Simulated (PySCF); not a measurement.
## [Dy(H2O)4]3+: from a saddle point downhill

PySCF 2.14.0, RKS PBE0, Dy lcecp-1-SVP with ECP55, O def2-SVP, H def2-SVP; non-relativistic Hamiltonian with scalar-relativistic core potentials where named; density fitting; no spin-orbit coupling. Relaxed within the symmetry of its start, the geometry (D2d) is

```xyz
13

Dy    0.0000    0.0000    0.0000
O     1.3081    1.3186    1.3186
H     1.6773    1.1183    2.2087
H     1.6773    2.2087    1.1183
O    -1.3081   -1.3186    1.3186
H    -1.6773   -1.1183    2.2087
H    -1.6773   -2.2087    1.1183
O     1.3081   -1.3186   -1.3186
H     1.6773   -2.2087   -1.1183
H     1.6773   -1.1183   -2.2087
O    -1.3081    1.3186   -1.3186
H    -1.6773    2.2087   -1.1183
H    -1.6773    1.1183   -2.2087
```

and its lowest harmonic modes are -142, -45, -45, -5, 49, 59 cm⁻¹ (negative: unstable). It was moved along the lowest mode and relaxed again, within the group S4 that the move left.

(1) Where does it end, and how much lower?

(2) How do the contacts change?

(3) Is the end a minimum?

An lcecp potential fixes the number of 4f electrons, so in runs with it no electron can move into or out of that shell.

State: singlet in the valence, with the 4f electrons in the core potential.

Answers

(1) In S4, 0.047 eV lower, after 14 steps:
```xyz
13

Dy    0.0000    0.0000    0.0000
O     1.3541    1.3267    1.2615
H     2.1582    1.0699    1.7680
H     1.2840    2.2957    1.4223
O    -1.3541   -1.2615    1.3267
H    -1.2840   -1.4223    2.2957
H    -2.1582   -1.7680    1.0699
O     1.3541   -1.3267   -1.2615
H     1.2840   -2.2957   -1.4223
H     2.1582   -1.0699   -1.7680
O    -1.3541    1.2615   -1.3267
H    -2.1582    1.7680   -1.0699
H    -1.2840    1.4223   -2.2957
```

(2) 
```
      contact  saddle (Å)  end (Å)
 Dy1–O2 (H2O)       2.278    2.277
 Dy1–O5 (H2O)       2.278    2.277
 Dy1–O8 (H2O)       2.278    2.277
Dy1–O11 (H2O)       2.278    2.277
```


(3) Yes; lowest modes 46, 46, 49, 61, 65, 113 cm⁻¹.
